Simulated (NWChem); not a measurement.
Species: thiophenol (C6H6S); SMILES Sc1ccccc1

```xyz
13

S     -0.0671    -2.2996     0.0000
C      0.0022    -0.5129     0.0000
C     -1.2131     0.1860     0.0000
C     -1.2169     1.5802     0.0000
C     -0.0158     2.2929     0.0000
C      1.1933     1.5958     0.0000
C      1.2078     0.2002     0.0000
H      1.2642    -2.5137     0.0000
H     -2.1532    -0.3591     0.0000
H     -2.1657     2.1102     0.0000
H     -0.0224     3.3791     0.0000
H      2.1359     2.1370     0.0000
H      2.1572    -0.3287     0.0000
```
Atoms are numbered in this order, from 1.

Level: B3LYP/6-31G* (spherical d) (NWChem), optimised geometry, unscaled harmonic frequencies. 

List the harmonic frequencies with IR intensities, and the thermochemistry.


```tsv
frequency (cm⁻¹)	IR intensity (km/mol)
93	20.6
187	1.9
277	1.5
411	0.4
413	0.1
481	5.8
631	0.1
704	12.2
707	13.3
751	45.5
844	0.0
901	1.6
938	10.1
961	0.0
991	0.2
1015	2.1
1053	9.2
1115	4.8
1123	27.2
1193	0.4
1219	2.3
1338	3.2
1366	0.3
1493	7.4
1531	30.4
1637	1.6
1649	31.1
2695	12.1
3183	4.5
3188	0.0
3198	8.9
3203	32.8
3215	16.4
```

| Property | Value |
|---|---|
| zero-point energy | 62.4 kcal/mol |
| thermal correction to the enthalpy at 298.15 K (with zero-point energy) | 67.0 kcal/mol |
| heat capacity Cv | 23.4 cal/(mol K) |
| entropy at 298.15 K and 1 atm (symmetry number 1) | 80.1 cal/(mol K) |
| dipole moment | 1.28 D |

Rigid rotor and harmonic oscillator; modes under 100 cm⁻¹ make the entropy uncertain.
